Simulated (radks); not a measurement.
The carbon ion C2+ inside a hard spherical wall (all orbitals vanish at R), configuration held at [He] 2s2 and not refilled when levels cross. Calculated with a radial shooting solver on a logarithmic mesh with Libxc functionals: non-relativistic Kohn-Sham, PBEsol, spin-polarised, spherical densities, point nucleus. Eigenvalues in eV for spin up, with the zero of energy where the potential of the charges vanishes at infinity; a dash marks a level that is unbound or too diffuse for the functional's potential to be trusted. A positive occupied level is held by the wall or, in an anion where self-interaction has pushed it up, behind a barrier. The pressure on the wall is -dE/dV.

R (bohr)  E (hartree)  kinetic (hartree)    e(1s)    e(2s)  e(2p, empty)  e(3s, empty)  pressure (GPa)
free        -36.29753             36.195  -306.99  -40.160       -31.578             -               0
20          -36.29753             36.195  -306.99  -40.160       -31.578             -        < 0.0001
8           -36.29753             36.195  -306.99  -40.160       -31.578       -11.667        < 0.0001
7           -36.29753             36.195  -306.99  -40.160       -31.578       -11.434        0.000120
6           -36.29752             36.196  -306.99  -40.159       -31.577       -10.721         0.00336
5           -36.29720             36.200  -306.97  -40.144       -31.555        -8.574          0.0900
4           -36.29197             36.250  -306.72  -39.956       -31.319        -1.939            2.22
3           -36.22074             36.698  -304.81  -38.180       -29.387        20.337            50.5
2           -35.38454             39.808  -294.87  -23.089       -16.093        112.56            1330
